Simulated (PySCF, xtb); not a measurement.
CaF, SMILES [Ca+][F], charge +1.

GFN2-xTB in xtb at its own geometry gives an orbital gap of 1.58 eV.

Geometry: PBE-D3(BJ)/def2-TZVPD. The multiplicity is an assumed one; other spin states were not compared.

Problem. What does PySCF with HF/def2-TZVPD give? (Estimate from the structure and the level; the computed values follow.)

Solution. gap 14.32 eV (levels -19.69 and -5.37 eV).
